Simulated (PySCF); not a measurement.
## Calculated data, AlBFH₂, BH₄Si

Computed with PySCF 2.14.0. Calculation on a computer-drawn molecule: vertical ionisation energy to the stated ion spin, frozen-core CCSD(T) at the basis limit and cheaper methods, single-reference cases, UHF for radicals, no spin-orbit; all values are single points at the evaluated structure, the first of each entry, which is the reference or a displaced copy of it and isn't optimised; the reference structure only sets the zero of the energies above reference; triples share is (T) over the correlation energy.

Common to all runs: charge 0; multiplicity 2; ion multiplicity 1; diffuse functions no; basis cc-pV(n+d)Z; reference is the Hartree-Fock double-zeta minimum; best is HF at quadruple zeta + MP2 correlation extrapolated from triple and quadruple zeta + CCSD(T) minus MP2 at triple zeta; basis step is the size of the change from the same recipe one zeta lower.

(1) AlBFH₂

Evaluated structure:
```xyz
5
AlBFH2
B      2.0536    -1.8227     0.8813
Al     0.7986    -1.1939     2.4457
F      1.1825     0.3172     3.1734
H      2.5329    -2.0155     0.0893
H     -0.3212    -1.8447     3.0789
```

Reference structure:
```xyz
5
AlBFH2
B      1.9905    -1.7267     0.8789
Al     0.8397    -1.1168     2.4637
F      1.2219     0.3380     3.1630
H      2.6461    -2.0965    -0.0397
H     -0.3677    -1.9257     3.0552
```

It finds ionisation energy best 8.231 eV; ionisation energy basis step 0.04155 eV; energy above reference best 30.43 kcal/mol; energy above reference basis step 0.3467 kcal/mol; total energy HF triple zeta -367.2045 hartree; total energy CCSD(T) triple zeta -367.6417 hartree; total energy best -367.7166 hartree; T1 diagnostic at triple zeta 0.01355; D1 diagnostic at triple zeta 0.03432; spin squared at triple zeta 0.7601; ion T1 diagnostic at triple zeta 0.01499; ion D1 diagnostic at triple zeta 0.03686; triples share at triple zeta 0.02727; basis functions triple zeta 127; dipole magnitude HF at triple zeta 2.638 debye; dipole magnitude CCSD unrelaxed at triple zeta 2.421 debye; dipole magnitude PBE at triple zeta 2.396 debye; dipole magnitude r2SCAN at triple zeta 2.43 debye; dipole magnitude B3LYP at triple zeta 2.492 debye; dipole magnitude wB97X at triple zeta 2.485 debye.

Drawn bonds:
| atom | other atom | order |
| --- | --- | --- |
| 1 | 2 | 1 |
| 2 | 3 | 1 |
| 1 | 4 | 1 |
| 2 | 5 | 1 |

Triple zeta:
| method | ionisation energy (eV) | energy above reference (kcal/mol) |
| --- | --- | --- |
| HF | 7.7 | 30.85 |
| PBE | 8.433 | 31.37 |
| r2SCAN | 8.559 | 30.83 |
| B3LYP | 8.406 | 29.58 |
| wB97X | 8.276 | 30.66 |
| MP2 | 8.102 | 30.01 |
| CCSD | 8.13 | 30.74 |
| CCSD(T) | 8.157 | 30.79 |

(2) AlBFH₂

Evaluated structure:
```xyz
5
AlBFH2
B      2.0536    -1.8227     0.8813
Al     0.7986    -1.1939     2.4457
F      1.1825     0.3172     3.1734
H      2.6307    -2.0549    -0.0723
H     -0.3212    -1.8447     3.0789
```

Reference structure:
```xyz
5
AlBFH2
B      1.9905    -1.7267     0.8789
Al     0.8397    -1.1168     2.4637
F      1.2219     0.3380     3.1630
H      2.6461    -2.0965    -0.0397
H     -0.3677    -1.9257     3.0552
```

The calculation gives: ionisation energy best 8.226 eV; ionisation energy basis step 0.04214 eV; energy above reference best 6.015 kcal/mol; energy above reference basis step 0.4271 kcal/mol; total energy HF triple zeta -367.2434 hartree; total energy CCSD(T) triple zeta -367.6812 hartree; total energy best -367.7555 hartree; T1 diagnostic at triple zeta 0.01376; D1 diagnostic at triple zeta 0.03492; spin squared at triple zeta 0.7609; ion T1 diagnostic at triple zeta 0.01511; ion D1 diagnostic at triple zeta 0.03688; triples share at triple zeta 0.02765; basis functions triple zeta 127; dipole magnitude HF at triple zeta 2.524 debye; dipole magnitude CCSD unrelaxed at triple zeta 2.314 debye; dipole magnitude PBE at triple zeta 2.286 debye; dipole magnitude r2SCAN at triple zeta 2.315 debye; dipole magnitude B3LYP at triple zeta 2.383 debye; dipole magnitude wB97X at triple zeta 2.378 debye.

Drawn bonds:
| atom | other atom | order |
| --- | --- | --- |
| 1 | 2 | 1 |
| 2 | 3 | 1 |
| 1 | 4 | 1 |
| 2 | 5 | 1 |

Triple zeta:
| method | ionisation energy (eV) | energy above reference (kcal/mol) |
| --- | --- | --- |
| HF | 7.703 | 6.446 |
| PBE | 8.419 | 5.961 |
| r2SCAN | 8.55 | 6.096 |
| B3LYP | 8.393 | 5.618 |
| wB97X | 8.265 | 5.891 |
| MP2 | 8.098 | 5.593 |
| CCSD | 8.126 | 6.073 |
| CCSD(T) | 8.154 | 6.005 |

(3) AlBFH₂

Evaluated structure:
```xyz
5
AlBFH2
B      2.0536    -1.8227     0.8813
Al     0.7986    -1.1939     2.4457
F      1.1825     0.3172     3.1734
H      2.6312    -2.0551    -0.0732
H     -0.3212    -1.8447     3.0789
```

Reference structure:
```xyz
5
AlBFH2
B      1.9905    -1.7267     0.8789
Al     0.8397    -1.1168     2.4637
F      1.2219     0.3380     3.1630
H      2.6461    -2.0965    -0.0397
H     -0.3677    -1.9257     3.0552
```

The calculation gives: ionisation energy best 8.226 eV; ionisation energy basis step 0.04214 eV; energy above reference best 5.987 kcal/mol; energy above reference basis step 0.4272 kcal/mol; total energy HF triple zeta -367.2435 hartree; total energy CCSD(T) triple zeta -367.6813 hartree; total energy best -367.7556 hartree; T1 diagnostic at triple zeta 0.01376; D1 diagnostic at triple zeta 0.03493; spin squared at triple zeta 0.7609; ion T1 diagnostic at triple zeta 0.01511; ion D1 diagnostic at triple zeta 0.03688; triples share at triple zeta 0.02766; basis functions triple zeta 127; dipole magnitude HF at triple zeta 2.524 debye; dipole magnitude CCSD unrelaxed at triple zeta 2.314 debye; dipole magnitude PBE at triple zeta 2.286 debye; dipole magnitude r2SCAN at triple zeta 2.314 debye; dipole magnitude B3LYP at triple zeta 2.382 debye; dipole magnitude wB97X at triple zeta 2.377 debye.

Drawn bonds:
| atom | other atom | order |
| --- | --- | --- |
| 1 | 2 | 1 |
| 2 | 3 | 1 |
| 1 | 4 | 1 |
| 2 | 5 | 1 |

Triple zeta:
| method | ionisation energy (eV) | energy above reference (kcal/mol) |
| --- | --- | --- |
| HF | 7.703 | 6.42 |
| PBE | 8.419 | 5.927 |
| r2SCAN | 8.55 | 6.067 |
| B3LYP | 8.393 | 5.591 |
| wB97X | 8.265 | 5.861 |
| MP2 | 8.098 | 5.566 |
| CCSD | 8.126 | 6.044 |
| CCSD(T) | 8.154 | 5.976 |

(4) AlBFH₂

Evaluated structure:
```xyz
5
AlBFH2
B      2.0536    -1.8227     0.8813
Al     0.7986    -1.1939     2.4457
F      1.1825     0.3172     3.1734
H      2.8446    -2.1409    -0.4258
H     -0.3212    -1.8447     3.0789
```

Reference structure:
```xyz
5
AlBFH2
B      1.9905    -1.7267     0.8789
Al     0.8397    -1.1168     2.4637
F      1.2219     0.3380     3.1630
H      2.6461    -2.0965    -0.0397
H     -0.3677    -1.9257     3.0552
```

Results for AlBFH₂: ionisation energy best 8.28 eV; ionisation energy basis step 0.04063 eV; energy above reference best 28.81 kcal/mol; energy above reference basis step 0.5586 kcal/mol; total energy HF triple zeta -367.2028 hartree; total energy CCSD(T) triple zeta -367.6458 hartree; total energy best -367.7192 hartree; T1 diagnostic at triple zeta 0.01617; D1 diagnostic at triple zeta 0.04624; spin squared at triple zeta 0.7709; ion T1 diagnostic at triple zeta 0.0158; ion D1 diagnostic at triple zeta 0.03695; triples share at triple zeta 0.02889; basis functions triple zeta 127; dipole magnitude HF at triple zeta 2.161 debye; dipole magnitude CCSD unrelaxed at triple zeta 1.991 debye; dipole magnitude PBE at triple zeta 1.917 debye; dipole magnitude r2SCAN at triple zeta 1.936 debye; dipole magnitude B3LYP at triple zeta 2.017 debye; dipole magnitude wB97X at triple zeta 2.017 debye.

Drawn bonds:
| atom | other atom | order |
| --- | --- | --- |
| 1 | 2 | 1 |
| 2 | 3 | 1 |
| 1 | 4 | 1 |
| 2 | 5 | 1 |

Triple zeta:
| method | ionisation energy (eV) | energy above reference (kcal/mol) |
| --- | --- | --- |
| HF | 7.8 | 31.97 |
| PBE | 8.448 | 26.3 |
| r2SCAN | 8.598 | 28.3 |
| B3LYP | 8.437 | 28.63 |
| wB97X | 8.317 | 29.13 |
| MP2 | 8.156 | 30.06 |
| CCSD | 8.182 | 28.78 |
| CCSD(T) | 8.214 | 28.28 |

(5) AlBFH₂

Evaluated structure:
```xyz
5
AlBFH2
B      1.9870    -1.7139     0.8798
Al     0.8391    -1.1301     2.4722
F      1.2179     0.3324     3.1673
H      2.6410    -2.0951    -0.0388
H     -0.3630    -1.9231     3.0619
```

Reference structure:
```xyz
5
AlBFH2
B      1.9905    -1.7267     0.8789
Al     0.8397    -1.1168     2.4637
F      1.2219     0.3380     3.1630
H      2.6461    -2.0965    -0.0397
H     -0.3677    -1.9257     3.0552
```

The calculation gives: ionisation energy best 8.244 eV; ionisation energy basis step 0.03832 eV; energy above reference best 0.0778 kcal/mol; energy above reference basis step 0.01913 kcal/mol; total energy HF triple zeta -367.2535 hartree; total energy CCSD(T) triple zeta -367.6907 hartree; total energy best -367.7650 hartree; T1 diagnostic at triple zeta 0.0133; D1 diagnostic at triple zeta 0.03182; spin squared at triple zeta 0.7606; ion T1 diagnostic at triple zeta 0.01459; ion D1 diagnostic at triple zeta 0.0345; triples share at triple zeta 0.02746; basis functions triple zeta 127; dipole magnitude HF at triple zeta 2.013 debye; dipole magnitude CCSD unrelaxed at triple zeta 1.849 debye; dipole magnitude PBE at triple zeta 1.859 debye; dipole magnitude r2SCAN at triple zeta 1.863 debye; dipole magnitude B3LYP at triple zeta 1.931 debye; dipole magnitude wB97X at triple zeta 1.923 debye.

Drawn bonds:
| atom | other atom | order |
| --- | --- | --- |
| 1 | 2 | 1 |
| 2 | 3 | 1 |
| 1 | 4 | 1 |
| 2 | 5 | 1 |

Triple zeta:
| method | ionisation energy (eV) | energy above reference (kcal/mol) |
| --- | --- | --- |
| HF | 7.726 | 0.1392 |
| PBE | 8.43 | 0.07578 |
| r2SCAN | 8.564 | 0.08346 |
| B3LYP | 8.408 | 0.05353 |
| wB97X | 8.288 | 0.05427 |
| MP2 | 8.125 | 0.06956 |
| CCSD | 8.146 | 0.09214 |
| CCSD(T) | 8.175 | 0.08832 |

(6) AlBFH₂

Evaluated structure:
```xyz
5
AlBFH2
B      1.9711    -1.6408     0.8841
Al     0.8448    -1.1257     2.5316
F      1.2624     0.4423     3.1924
H      2.5781    -2.1529    -0.0683
H     -0.3449    -1.9093     3.0254
```

Reference structure:
```xyz
5
AlBFH2
B      1.9905    -1.7267     0.8789
Al     0.8397    -1.1168     2.4637
F      1.2219     0.3380     3.1630
H      2.6461    -2.0965    -0.0397
H     -0.3677    -1.9257     3.0552
```

It finds ionisation energy best 8.228 eV; ionisation energy basis step 0.04434 eV; energy above reference best 4.892 kcal/mol; energy above reference basis step 0.3829 kcal/mol; total energy HF triple zeta -367.2434 hartree; total energy CCSD(T) triple zeta -367.6831 hartree; total energy best -367.7573 hartree; T1 diagnostic at triple zeta 0.01429; D1 diagnostic at triple zeta 0.03486; spin squared at triple zeta 0.7613; ion T1 diagnostic at triple zeta 0.01563; ion D1 diagnostic at triple zeta 0.03788; triples share at triple zeta 0.02822; basis functions triple zeta 127; dipole magnitude HF at triple zeta 2.25 debye; dipole magnitude CCSD unrelaxed at triple zeta 2.055 debye; dipole magnitude PBE at triple zeta 2.022 debye; dipole magnitude r2SCAN at triple zeta 2.033 debye; dipole magnitude B3LYP at triple zeta 2.116 debye; dipole magnitude wB97X at triple zeta 2.11 debye.

Drawn bonds:
| atom | other atom | order |
| --- | --- | --- |
| 1 | 2 | 1 |
| 2 | 3 | 1 |
| 1 | 4 | 1 |
| 2 | 5 | 1 |

Triple zeta:
| method | ionisation energy (eV) | energy above reference (kcal/mol) |
| --- | --- | --- |
| HF | 7.709 | 6.488 |
| PBE | 8.406 | 3.715 |
| r2SCAN | 8.541 | 4.779 |
| B3LYP | 8.387 | 4.641 |
| wB97X | 8.265 | 4.836 |
| MP2 | 8.101 | 4.803 |
| CCSD | 8.126 | 5.11 |
| CCSD(T) | 8.154 | 4.853 |

(7) AlBFH₂

Evaluated structure:
```xyz
5
AlBFH2
B      1.8962    -1.8205     0.8435
Al     0.8546    -1.0971     2.3803
F      1.2937     0.2592     3.2202
H      2.6215    -2.0266    -0.0855
H     -0.4397    -2.0987     3.0489
```

Reference structure:
```xyz
5
AlBFH2
B      1.9905    -1.7267     0.8789
Al     0.8397    -1.1168     2.4637
F      1.2219     0.3380     3.1630
H      2.6461    -2.0965    -0.0397
H     -0.3677    -1.9257     3.0552
```

The calculation gives: ionisation energy best 8.469 eV; ionisation energy basis step 0.03576 eV; energy above reference best 7.26 kcal/mol; energy above reference basis step 0.1463 kcal/mol; total energy HF triple zeta -367.2410 hartree; total energy CCSD(T) triple zeta -367.6793 hartree; total energy best -367.7535 hartree; T1 diagnostic at triple zeta 0.01375; D1 diagnostic at triple zeta 0.03114; spin squared at triple zeta 0.7609; ion T1 diagnostic at triple zeta 0.01552; ion D1 diagnostic at triple zeta 0.03435; triples share at triple zeta 0.02771; basis functions triple zeta 127; dipole magnitude HF at triple zeta 2.228 debye; dipole magnitude CCSD unrelaxed at triple zeta 2.047 debye; dipole magnitude PBE at triple zeta 2.036 debye; dipole magnitude r2SCAN at triple zeta 2.059 debye; dipole magnitude B3LYP at triple zeta 2.127 debye; dipole magnitude wB97X at triple zeta 2.147 debye.

Drawn bonds:
| atom | other atom | order |
| --- | --- | --- |
| 1 | 2 | 1 |
| 2 | 3 | 1 |
| 1 | 4 | 1 |
| 2 | 5 | 1 |

Triple zeta:
| method | ionisation energy (eV) | energy above reference (kcal/mol) |
| --- | --- | --- |
| HF | 7.98 | 7.963 |
| PBE | 8.621 | 6.341 |
| r2SCAN | 8.77 | 6.991 |
| B3LYP | 8.624 | 7.254 |
| wB97X | 8.523 | 7.294 |
| MP2 | 8.362 | 7.717 |
| CCSD | 8.378 | 7.306 |
| CCSD(T) | 8.404 | 7.214 |

(8) BH₄Si

Evaluated structure:
```xyz
6
BH4Si
B     -1.8197    -0.0007    -1.0809
Si    -0.1422     0.1597     0.0966
H     -2.4906     0.6289    -1.7612
H     -0.5445    -0.2297     1.5047
H      0.2728     1.3907     0.3029
H      1.0080    -0.8332    -0.3516
```

Reference structure:
```xyz
6
BH4Si
B     -1.7861    -0.0594    -1.0903
Si    -0.1941     0.1094     0.1385
H     -2.4558     0.6474    -1.7814
H     -0.5984    -0.3629     1.4858
H      0.3562     1.4822     0.2740
H      0.8820    -0.7725    -0.3772
```

It finds ionisation energy best 8.164 eV; ionisation energy basis step 0.02025 eV; energy above reference best 12.19 kcal/mol; energy above reference basis step 0.1754 kcal/mol; total energy HF triple zeta -315.8536 hartree; total energy CCSD(T) triple zeta -316.1038 hartree; total energy best -316.1334 hartree; T1 diagnostic at triple zeta 0.01435; D1 diagnostic at triple zeta 0.02997; spin squared at triple zeta 0.7585; ion T1 diagnostic at triple zeta 0.01874; ion D1 diagnostic at triple zeta 0.0442; triples share at triple zeta 0.02846; basis functions triple zeta 125; dipole magnitude HF at triple zeta 0.8712 debye; dipole magnitude CCSD unrelaxed at triple zeta 0.7664 debye; dipole magnitude PBE at triple zeta 0.6565 debye; dipole magnitude r2SCAN at triple zeta 0.6655 debye; dipole magnitude B3LYP at triple zeta 0.7284 debye; dipole magnitude wB97X at triple zeta 0.7896 debye.

Drawn bonds:
| atom | other atom | order |
| --- | --- | --- |
| 1 | 2 | 1 |
| 1 | 3 | 1 |
| 2 | 4 | 1 |
| 2 | 5 | 1 |
| 2 | 6 | 1 |

Triple zeta:
| method | ionisation energy (eV) | energy above reference (kcal/mol) |
| --- | --- | --- |
| HF | 7.747 | 12.22 |
| PBE | 8.199 | 12.37 |
| r2SCAN | 8.378 | 12.19 |
| B3LYP | 8.251 | 11.92 |
| wB97X | 8.181 | 12.28 |
| MP2 | 8.117 | 12.11 |
| CCSD | 8.108 | 12.11 |
| CCSD(T) | 8.126 | 12.13 |

(9) BH₄Si

Evaluated structure:
```xyz
6
BH4Si
B     -1.8233     0.0172    -1.1409
Si    -0.0881     0.1048     0.0770
H     -2.5584     0.8488    -1.7545
H     -0.5639    -0.3482     1.5025
H      0.4294     1.3754     0.2267
H      1.0266    -0.8162    -0.3323
```

Reference structure:
```xyz
6
BH4Si
B     -1.7861    -0.0594    -1.0903
Si    -0.1941     0.1094     0.1385
H     -2.4558     0.6474    -1.7814
H     -0.5984    -0.3629     1.4858
H      0.3562     1.4822     0.2740
H      0.8820    -0.7725    -0.3772
```

The calculation gives: ionisation energy best 8.236 eV; ionisation energy basis step 0.02064 eV; energy above reference best 8.336 kcal/mol; energy above reference basis step 0.2008 kcal/mol; total energy HF triple zeta -315.8601 hartree; total energy CCSD(T) triple zeta -316.1104 hartree; total energy best -316.1395 hartree; T1 diagnostic at triple zeta 0.01435; D1 diagnostic at triple zeta 0.03038; spin squared at triple zeta 0.7583; ion T1 diagnostic at triple zeta 0.01766; ion D1 diagnostic at triple zeta 0.03925; triples share at triple zeta 0.02909; basis functions triple zeta 125; dipole magnitude HF at triple zeta 0.643 debye; dipole magnitude CCSD unrelaxed at triple zeta 0.5944 debye; dipole magnitude PBE at triple zeta 0.5297 debye; dipole magnitude r2SCAN at triple zeta 0.5114 debye; dipole magnitude B3LYP at triple zeta 0.5674 debye; dipole magnitude wB97X at triple zeta 0.6155 debye.

Drawn bonds:
| atom | other atom | order |
| --- | --- | --- |
| 1 | 2 | 1 |
| 1 | 3 | 1 |
| 2 | 4 | 1 |
| 2 | 5 | 1 |
| 2 | 6 | 1 |

Triple zeta:
| method | ionisation energy (eV) | energy above reference (kcal/mol) |
| --- | --- | --- |
| HF | 7.834 | 8.142 |
| PBE | 8.288 | 7.763 |
| r2SCAN | 8.472 | 8.272 |
| B3LYP | 8.334 | 8.265 |
| wB97X | 8.26 | 8.305 |
| MP2 | 8.193 | 8.388 |
| CCSD | 8.179 | 8.067 |
| CCSD(T) | 8.2 | 7.979 |

(10) BH₄Si

Evaluated structure:
```xyz
6
BH4Si
B     -1.7911    -0.0674    -1.0928
Si    -0.1872     0.0981     0.1397
H     -2.4549     0.6505    -1.7890
H     -0.6063    -0.3503     1.4888
H      0.3688     1.4812     0.2820
H      0.8862    -0.7796    -0.3928
```

Reference structure:
```xyz
6
BH4Si
B     -1.7861    -0.0594    -1.0903
Si    -0.1941     0.1094     0.1385
H     -2.4558     0.6474    -1.7814
H     -0.5984    -0.3629     1.4858
H      0.3562     1.4822     0.2740
H      0.8820    -0.7725    -0.3772
```

Drawn bonds:
| atom | other atom | order |
| --- | --- | --- |
| 1 | 2 | 1 |
| 1 | 3 | 1 |
| 2 | 4 | 1 |
| 2 | 5 | 1 |
| 2 | 6 | 1 |

Questions
1. BH₄Si (entry 10): triples share at triple zeta?

## Answers
1. 0.02862

Further results for BH₄Si (entry 10):

```
ionisation energy best                         : 8.236 eV
ionisation energy basis step                   : 0.02031 eV
energy above reference best                    : 0.2267 kcal/mol
energy above reference basis step              : 0.009106 kcal/mol
total energy HF triple zeta                    : -315.8727 hartree
total energy CCSD(T) triple zeta               : -316.1228 hartree
total energy best                              : -316.1524 hartree
T1 diagnostic at triple zeta                   : 0.01428
D1 diagnostic at triple zeta                   : 0.03044
spin squared at triple zeta                    : 0.7583
ion T1 diagnostic at triple zeta               : 0.0188
ion D1 diagnostic at triple zeta               : 0.03951
basis functions triple zeta                    : 125
dipole magnitude HF at triple zeta             : 0.4126 debye
dipole magnitude CCSD unrelaxed at triple zeta : 0.3895 debye
dipole magnitude PBE at triple zeta            : 0.3341 debye
dipole magnitude r2SCAN at triple zeta         : 0.3108 debye
dipole magnitude B3LYP at triple zeta          : 0.3575 debye
dipole magnitude wB97X at triple zeta          : 0.4041 debye
```

Triple zeta:
| method | ionisation energy (eV) | energy above reference (kcal/mol) |
| --- | --- | --- |
| HF | 7.839 | 0.188 |
| PBE | 8.263 | 0.1384 |
| r2SCAN | 8.448 | 0.234 |
| B3LYP | 8.321 | 0.2386 |
| wB97X | 8.258 | 0.2181 |
| MP2 | 8.194 | 0.2412 |
| CCSD | 8.183 | 0.2007 |
| CCSD(T) | 8.2 | 0.1902 |
